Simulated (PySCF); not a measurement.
A structure optimised at PBE-D3(BJ)/def2-SVP, used in a PySCF frequency run:

```xyz
10

N     -1.2579    -1.2762    -0.3662
Ge     0.0042    -0.0051     0.0128
N      1.4763    -0.6141     0.9054
O     -0.6622     1.2818     1.0468
F      0.4028     0.6959    -1.5603
H     -1.3869    -1.4132    -1.3747
H     -1.0494    -2.1804     0.0714
H      2.2364    -0.9087     0.2820
H      1.8420     0.0972     1.5500
H     -1.6341     1.2830     0.9567
```

Problem. Write its SMILES and formula.

Solution. [NH2][Ge]([NH2])([OH])[F], FGeH5N2O

Problem. What are its rotational constants (standard atomic weights)?

Solution. 3.4792, 3.1782, 3.1558 GHz
